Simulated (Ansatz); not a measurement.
Reaction (isomerisation): `F[C@@H]1[O][Ge@H]1[SiH3]` → `F[CH]1O[SiH2][GeH2]1`

Computed with Ansatz on PBE0-D4/def2-TZVP structures; ΔE is electronic, products minus reactants. CCSD(T)/CBS is the MP2 limit (def2-TZVPP, def2-QZVPP) plus CCSD(T) − MP2 in def2-TZVPP, frozen cores. For Ge outer-core shells are correlated without core-valence functions, which leaves a few kJ/mol of doubt a bond. Scalar relativity is left out up to krypton.

```csv
species,SCS-MP2/def2-QZVPP energy (Eh)
`F[C@@H]1[O][Ge@H]1[SiH3]`,-2580.79540
`F[CH]1O[SiH2][GeH2]1`,-2580.83860
```

(1) Work out ΔE.

Largest T1 diagnostic among the species: 0.016.

## Answers

(1) ΔE = (-2580.83860) − (-2580.79540) = -0.04320 Eh = -113.4 kJ/mol. CCSD(T)/CBS gives -112.2 kJ/mol.

From PBE to PBE0 (25 % exact exchange), in def2-TZVPP and without D4, ΔE moves by −17.7 kJ/mol. The D4 term adds −3.8 kJ/mol with B3LYP and −1.8 kJ/mol with PBE0; it sums over pairs of atoms, weighted by their polarisabilities, and B3LYP, whose exchange is more repulsive, gets the larger term.

B3LYP here is the variant with VWN-RPA as its local correlation; programs differ in this.
